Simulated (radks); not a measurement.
Neutral scandium inside a hard spherical wall (all orbitals vanish at R), configuration held at [Ar] 3d1 4s2 and not refilled when levels cross. Method: non-relativistic Kohn-Sham, r2SCAN, spin-polarised, spherical densities, point nucleus; open shells are filled with parallel spins first; meta-GGA in the generalised Kohn-Sham scheme; computed with a radial shooting solver on a logarithmic mesh with Libxc functionals. Eigenvalues in eV for spin up, with the zero of energy where the potential of the charges vanishes at infinity; a dash marks a level that is unbound or too diffuse for the functional's potential to be trusted. A positive occupied level is held by the wall or, in an anion where self-interaction has pushed it up, behind a barrier. The pressure on the wall is -dE/dV.

| R (bohr) | E (hartree) | kinetic (hartree) | e(3s) | e(3p) | e(4s) | e(3d) | e(4p, empty) | e(5s, empty) | pressure (GPa) |
|---|---|---|---|---|---|---|---|---|---|
| free | -760.55850 | 759.841 | -56.953 | -35.162 | -4.421 | -3.560 | -1.395 | - | 0 |
| 12 | -760.55833 | 759.843 | -56.934 | -35.144 | -4.408 | -3.543 | - | - | 0.00293 |
| 7 | -760.52826 | 760.018 | -55.836 | -34.058 | -3.492 | -2.561 | 0.130 | 9.989 | 1.44 |
| 6 | -760.47668 | 760.242 | -54.760 | -33.000 | -2.365 | -1.595 | 1.789 | 16.237 | 5.30 |
| 4 | -759.90265 | 762.129 | -49.264 | -27.676 | 7.186 | 3.839 | 14.363 | 55.198 | 109 |
| 3 | -758.26524 | 767.206 | -41.392 | -19.869 | 29.959 | 13.094 | 40.973 | 125.01 | 844 |
| 2.5 | -755.63474 | 775.238 | -32.313 | -10.332 | 61.712 | 24.557 | 75.250 | 206.78 | 3060 |
| 2 | -748.36791 | 795.873 | -12.025 | 11.624 | 136.50 | 49.534 | 151.54 | 377.13 | 14200 |
